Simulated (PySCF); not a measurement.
# Reading the logs of faulty runs: BCl2H2Si cation

These are calculations, not measurements. They come from PySCF 2.14.0, an open-source quantum chemistry program, on an isolated molecule that a program drew, which may never have been made. The molecule is BCl2H2Si cation (charge +1, singlet), drawn as the SMILES string `Cl[B+][SiH2]Cl`.

Each row is a Hartree-Fock (HF) and frozen-core CCSD(T) single point in the cc-pV(D+d)Z basis, meant for a local HF minimum. Run 1 is clean. Each other run has one planted mistake out of seven kinds, and not every kind appears here: one electron removed, one electron added, multiplicity raised by two, geometry at a saddle point, minimal basis STO-3G, one bond length entered in bohr, all coordinates scaled. The reference is restricted for singlets and unrestricted otherwise, and also for a bond in bohr. Adding or removing an electron swaps singlet and doublet. Electrons count all cores. HOMO and LUMO are orbital energies over both spins, the gradient is its largest component, and the lowest frequency (negative if imaginary) is given only where the gradient is small. Bond lengths are over the 5 bonds as drawn. T1 is the CCSD diagnostic: over 0.02 (restricted) or 0.045 (unrestricted) a single reference is doubtful.

Geometry of the clean run:
```xyz
6
BCl2H2Si cation, angstrom
Cl   -0.3835   -2.8221   -1.9707
B    -0.2565   -1.4889   -1.0617
Si   -0.1078    0.2679    0.0636
Cl   -0.5744    1.6942   -1.2939
H     1.2890    0.2928    0.4955
H    -1.1093    0.0983    1.1156
```

| run | electrons | basis functions | <S^2> | HOMO (eV) | LUMO (eV) | gradient (hartree/bohr) | lowest frequency (cm^-1) | mean bond (Å) | longest bond (Å) | T1 | HF (hartree) | CCSD(T) (hartree) | mistake |
|---|---|---|---|---|---|---|---|---|---|---|---|---|---|
| 1 | 54 | 93 | 0.000 | -17.23 | -4.86 | 3.5e-05 | 81 | 1.7317 | 2.092 | 0.0158 | -1233.57125 | -1234.06394 | no fault |
| 2 | 54 | 93 | 2.033 | -14.08 | -9.04 | 3.6e-02 | - | 1.7317 | 2.092 | 0.0389 | -1233.40940 | -1233.89744 | multiplicity raised by two |
| 3 | 54 | 34 | 0.000 | -15.67 | -2.86 | 5.0e-02 | - | 1.7317 | 2.092 | 0.0170 | -1220.10376 | -1220.23018 | ? |
| 4 | 53 | 93 | 0.761 | -24.17 | -14.15 | 7.0e-02 | - | 1.7317 | 2.092 | 0.0310 | -1232.99545 | -1233.46914 | ? |

**Which mistake was planted in run 3, and what did it cost?**

It has 34 basis functions where the clean run has 93, with the same electrons and geometry. So the mistake is: minimal basis STO-3G. Subtracting run 1 and multiplying by 627.51 kcal/mol a hartree, the energy moved by 8451.0 kcal/mol in HF and 8680.8 kcal/mol in CCSD(T).

**Which mistake was planted in run 4, and what did it cost?**

It counts 53 electrons, one fewer than the clean run, at the same geometry and basis. So the mistake is: one electron removed. Subtracting run 1 and multiplying by 627.51 kcal/mol a hartree, the energy moved by 361.3 kcal/mol in HF and 373.2 kcal/mol in CCSD(T).

